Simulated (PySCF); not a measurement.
Method: PySCF with PBE-D3(BJ)/def2-TZVP // PBE0-D3(BJ)/def2-TZVP. Isolated molecules, 0 K electronic values unless said otherwise. One relaxed conformer stands for a flexible species; it need not be the lowest. Delta-SCF ions had no search for a lower state. Excitations are Tamm–Dancoff values on a coarser integration grid. The basis has no diffuse functions, so Rydberg states are missing or too high.

Reference species (SMILES): `C=[SiH]B(O)O` (neutral, multiplicity 1).

- vertical ionisation energy (Delta-SCF) = 8.32 eV
- brightest of the four lowest singlets (TDA) = 4.83 eV

Changed species: `C=[SiH]CF` (C–Si–C–F torsion 128°) (X = fluoromethyl; the reference has X = borono).

Give the shifts of the vertical ionisation energy (Delta-SCF) and brightest of the four lowest singlets (TDA).

the vertical ionisation energy (Delta-SCF) rises by 0.47 eV, to 8.79 eV; the brightest of the four lowest singlets (TDA) increases by 0.60 eV, to 5.43 eV.
